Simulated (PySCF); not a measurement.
Isomers of C6H17PSi.

All values: PBE0/pcSseg-1 (PySCF) at GFN2-xTB geometries, gas phase, one conformer each.

Task: Rank by the highest IAO charge on any atom, lowest value first.
A. `[CH3:1][CH2:2][P:3]([CH3:4])[Si:5]([CH3:6])([CH3:7])[CH3:8]` with C1–C2–P3–C4 -78°
B. `[CH3:1][SiH2:2][P:3]([CH3:4])[C:5]([CH3:6])([CH3:7])[CH3:8]` with C1–Si2–P3–C4 156°
C. `[CH2:1]=[P@:2]([CH3:3])([CH2:4][SiH3:5])[CH:6]([CH3:7])[CH3:8]` with C1–P2–C4–Si5 -73°, C1–P2–C6–C7 -59°
D. `[CH3:1][CH2:2][CH2:3][CH2:4][P:5]([SiH3:6])[CH2:7][CH3:8]` with C1–C2–C3–C4 178°, C2–C3–C4–P5 -58°, C3–C4–P5–Si6 -171°, C4–P5–C7–C8 -48°
E. `[CH3:1][CH:2]([CH3:3])[CH2:4][P:5]([CH3:6])[CH2:7][SiH3:8]` with C1–C2–C4–P5 174°, C2–C4–P5–C6 -173°, C4–P5–C7–Si8 -39°
F. `[CH3:1][CH2:2][PH:3][CH2:4][Si:5]([CH3:6])([CH3:7])[CH3:8]` with C1–C2–P3–C4 -167°, C2–P3–C4–Si5 169°

Result: D (+0.381 e), B (+0.547 e), E (+0.580 e), A (+0.878 e), F (+1.074 e), C (+1.175 e).

Task: Rank by the lowest Hirshfeld charge on any atom, lowest value first.
A. `[CH3:1][CH2:2][CH2:3][CH2:4][P:5]([SiH3:6])[CH2:7][CH3:8]` with C1–C2–C3–C4 178°, C2–C3–C4–P5 -58°, C3–C4–P5–Si6 -171°, C4–P5–C7–C8 -48°
B. `[CH3:1][CH:2]([CH3:3])[CH2:4][P:5]([CH3:6])[CH2:7][SiH3:8]` with C1–C2–C4–P5 174°, C2–C4–P5–C6 -173°, C4–P5–C7–Si8 -39°
C. `[CH2:1]=[P@:2]([CH3:3])([CH2:4][SiH3:5])[CH:6]([CH3:7])[CH3:8]` with C1–P2–C4–Si5 -73°, C1–P2–C6–C7 -59°
D. `[CH3:1][SiH2:2][P:3]([CH3:4])[C:5]([CH3:6])([CH3:7])[CH3:8]` with C1–Si2–P3–C4 156°

Result: C (-0.338 e), D (-0.216 e), B (-0.205 e), A (-0.118 e).

Task: Rank by LUMO energy, lowest first.
A. `[CH3:1][CH2:2][P:3]([CH3:4])[Si:5]([CH3:6])([CH3:7])[CH3:8]` with C1–C2–P3–C4 -78°
B. `[CH3:1][SiH2:2][P:3]([CH3:4])[C:5]([CH3:6])([CH3:7])[CH3:8]` with C1–Si2–P3–C4 156°
C. `[CH2:1]=[P@:2]([CH3:3])([CH2:4][SiH3:5])[CH:6]([CH3:7])[CH3:8]` with C1–P2–C4–Si5 -73°, C1–P2–C6–C7 -59°

Result: B (0.48 eV), C (0.67 eV), A (0.85 eV).

All values together:

```tsv
SMILES	μ (D)	HOMO (eV)	LUMO (eV)	lowest IAO charge (e)	highest IAO charge (e)	lowest Hirshfeld charge (e)	highest Hirshfeld charge (e)
C=[P@](C)(C[SiH3])C(C)C	3.31	-5.08	0.67	-0.936 (C)	+1.175 (P)	-0.338 (C)	+0.368 (P)
CC(C)CP(C)C[SiH3]	0.62	-6.29	0.81	-0.732 (C)	+0.580 (Si)	-0.205 (C)	+0.307 (Si)
CCCCP([SiH3])CC	1.51	-6.39	0.48	-0.427 (C)	+0.381 (Si)	-0.118 (C)	+0.239 (Si)
CCP(C)[Si](C)(C)C	1.36	-6.29	0.85	-0.714 (C)	+0.878 (Si)	-0.219 (C)	+0.353 (Si)
CCPC[Si](C)(C)C	1.22	-6.70	0.81	-0.725 (C)	+1.074 (Si)	-0.220 (C)	+0.409 (Si)
C[SiH2]P(C)C(C)(C)C	1.08	-6.37	0.48	-0.707 (C)	+0.547 (Si)	-0.216 (C)	+0.277 (Si)
```

Conformers: `[CH2:1]=[P@:2]([CH3:3])([CH2:4][SiH3:5])[CH:6]([CH3:7])[CH3:8]` with C1–P2–C4–Si5 -73°, C1–P2–C6–C7 -59°; `[CH3:1][CH:2]([CH3:3])[CH2:4][P:5]([CH3:6])[CH2:7][SiH3:8]` with C1–C2–C4–P5 174°, C2–C4–P5–C6 -173°, C4–P5–C7–Si8 -39°; `[CH3:1][CH2:2][CH2:3][CH2:4][P:5]([SiH3:6])[CH2:7][CH3:8]` with C1–C2–C3–C4 178°, C2–C3–C4–P5 -58°, C3–C4–P5–Si6 -171°, C4–P5–C7–C8 -48°; `[CH3:1][CH2:2][P:3]([CH3:4])[Si:5]([CH3:6])([CH3:7])[CH3:8]` with C1–C2–P3–C4 -78°; `[CH3:1][CH2:2][PH:3][CH2:4][Si:5]([CH3:6])([CH3:7])[CH3:8]` with C1–C2–P3–C4 -167°, C2–P3–C4–Si5 169°; `[CH3:1][SiH2:2][P:3]([CH3:4])[C:5]([CH3:6])([CH3:7])[CH3:8]` with C1–Si2–P3–C4 156°.
